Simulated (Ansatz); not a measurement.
Ansatz results at the PBE0-D4/def2-TZVP geometry: LUMO energy (PBE0/def2-TZVPP) 0.27 eV; size of the dipole moment (ωB97M-V/def2-TZVPP) 2.30 D; HOMO energy (PBE0/def2-TZVPP) -9.40 eV.

(1) Which molecule gave them?
A. `F/C(=C/C(F)F)C(F)F`
B. `FC1C(F)(F)CC1(F)F`
C. `C1=CCCC1`
D. `FC/C(F)=C\C(F)(F)F`

## Answers

(1) B. The others give `FC/C(F)=C\C(F)(F)F`: -1.27, 1.42, -8.65; `F/C(=C/C(F)F)C(F)F`: -1.14, 1.82, -8.71; `C1=CCCC1`: 0.65, 0.22, -6.82.
